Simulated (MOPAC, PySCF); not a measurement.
C2H3N, SMILES `C[N+]#[C-]`, neutral singlet in the gas phase. 

Cartesian coordinates (Å):
```xyz
6

C      2.0941    -0.0378     0.0510
N      0.9306    -0.0168     0.0227
C     -0.4782     0.0086    -0.0117
H     -0.8208     0.9219    -0.4999
H     -0.8745    -0.0226     1.0041
H     -0.8512    -0.8534    -0.5663
```
Charge 0, multiplicity 1.

All levels are single points at this geometry (PBE0-D3(BJ)/def2-TZVP); Pople sets use spherical d functions. Orbital energies aren't observables, and empty levels follow the basis.

| level | HOMO (eV) | LUMO (eV) | gap (eV) | dipole (D) | vertical IE, Delta-SCF (eV) |
|---|---|---|---|---|---|
| PBE-D3(BJ)/def2-TZVP in PySCF | -7.05 | -0.39 | 6.66 | 3.97 | – |
| PBE0-D3(BJ)/def2-TZVP in PySCF | -8.69 | 0.73 | 9.42 | 3.89 | – |
| BP86/6-31G* in PySCF | -6.67 | 0.08 | 6.75 | 3.72 | – |
| M06-2X/6-31G* in PySCF | -9.72 | 2.47 | 12.19 | 3.59 | – |
| HF/3-21G in PySCF | -12.44 | 5.79 | 18.23 | 3.49 | – |
| HF/STO-3G in PySCF | -10.43 | 10.05 | 20.47 | 2.87 | – |
| PM3 in MOPAC | -11.64 | 1.61 | 13.25 | 3.76 | – |
| PM6 in MOPAC | -11.50 | 2.30 | 13.80 | 3.29 | – |
| PM7 in MOPAC | -11.71 | 2.60 | 14.31 | 2.86 | – |
